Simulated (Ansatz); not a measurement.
Compare A (`OC([SiH3])N[SiH3]`) with its isomer B (`NC([SiH3])[SiH2]O`).

Program: Ansatz. Geometries: PBE0-D4/def2-TZVP. ΔE: electronic, gas phase. CBS: MP2 limit from def2 TZ/QZ plus the TZ coupled-cluster correction, frozen cores. Functionals use def2-TZVPP. B3LYP here is the variant with VWN-RPA as its local correlation; programs differ in this. Each species was taken in one conformer, which may not be the lowest.

A:

Z-matrix (Å, degrees):
```
C
Si 1 1.905
N 1 1.439 2 111.9
O 1 1.414 2 106.8 3 -123.2
H 1 1.102 2 108.8 3 117.8
H 2 1.488 1 107.7 3 52.8
H 2 1.487 1 108.0 3 -64.9
H 2 1.485 1 112.4 3 174.2
Si 3 1.723 1 124.3 2 112.7
H 3 1.010 1 114.1 2 -50.4
H 4 0.964 1 107.4 2 171.8
H 9 1.491 3 114.7 1 -71.9
H 9 1.485 3 107.4 1 167.8
H 9 1.487 3 108.1 1 47.7
```

B:

```xyz
14

N    -1.240    1.126    0.273
C    -0.333   -0.009    0.520
Si    1.153    0.583    1.511
Si    0.123   -0.935   -1.043
O    -1.318   -1.195   -1.814
H    -2.008    0.837   -0.323
H    -0.755    1.868   -0.218
H    -0.843   -0.722    1.183
H     0.750    1.025    2.870
H     1.781    1.732    0.801
H     2.156   -0.511    1.625
H     0.819   -2.221   -0.755
H     1.013   -0.099   -1.903
H    -1.298   -1.478   -2.728
```

Question: Which isomer does CCSD(T)/CBS put lower? Give the gap. (Estimate.)

Answer: Computed: B, by 26.1 kcal/mol.

Question: Give E(B) − E(A) in kcal/mol with B3LYP-D4, PBE0-D4, r2SCAN-D4, B2PLYP, CCSD/def2-TZVPP, MP2/def2-TZVPP, B3LYP. (Best estimate.)

Answer: The calculation gave: B3LYP-D4 -24.1, PBE0-D4 -24.9, r2SCAN-D4 -25.6, B2PLYP -24.8, CCSD/def2-TZVPP -25.2, MP2/def2-TZVPP -26.7, B3LYP -23.7. None reverses the order clearly.

Largest T1 diagnostic: 0.012.

From PBE to PBE0 (25 % exact exchange), in def2-TZVPP and without D4, E(B) − E(A) moves by −0.8 kcal/mol. In def2-TZVPP, CCSD(T) changes the Hartree–Fock value by −1.9 kcal/mol (the triples alone add −0.0 kcal/mol) and MP2 by −3.4 kcal/mol.
